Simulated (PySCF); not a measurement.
# C2H6N, SMILES `C[N]C` (charge 0, multiplicity 2)

Method: PBE-D3(BJ)/def2-TZVP // r2SCAN-D4/def2-SVP (PySCF).

```
Quantity                                                 Value
-----------------------------  -------------------------------
highest occupied spin orbital                         -5.55 eV
dipole moment                                           1.71 D
total energy                                       -3656.62 eV
cost                           around 2.7 core-minutes (rough)
```

```xyz
9

C      1.1850    -0.0600     0.0367
N      0.0243    -0.7773    -0.3891
C     -1.1811    -0.0659    -0.0991
H      1.2525     0.9357    -0.4533
H      1.1608     0.1472     1.1287
H      2.1053    -0.6200    -0.1895
H     -2.0667    -0.6301    -0.4296
H     -1.2833     0.1404     0.9885
H     -1.1968     0.9300    -0.5932
```
Charge 0, spin multiplicity 2.
